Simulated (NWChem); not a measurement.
System: CH3CaClN2

NWChem input:

```
start job
memory heap 200 mb stack 900 mb global 1100 mb
geometry units angstroms noautoz
  Ca    -0.081754    -0.377011     0.000000
  Cl     0.270289    -2.827620     0.000000
  C     -0.451673     2.253409     0.000000
  N     -0.359795     1.597631    -1.146800
  N     -0.359795     1.597631     1.146800
  H     -0.605717     3.351511     0.000000
  H     -0.442743     2.192306    -1.962999
  H     -0.442743     2.192306     1.962999
end
basis spherical
  * library def2-svp
end
dft
  xc xpbe96 cpbe96
  iterations 150
  vectors input atomic output neutral.movecs
end
task dft energy
charge 1
dft
  odft
  mult 2
  vectors input atomic output cation.movecs
end
task dft energy
```

The geometry was optimised at PBE0/def2-SVP.

Ions are spin-unrestricted doublets at the neutral geometry; other ion states weren't tried.

Q: What results follow from this input? (PBE/def2-SVP, vertical spin-unrestricted ions.) Quantities: −ε(HOMO) (eV).

A: 
```
Quantity       Value
-------------  -----
−ε(HOMO) (eV)   5.45
```
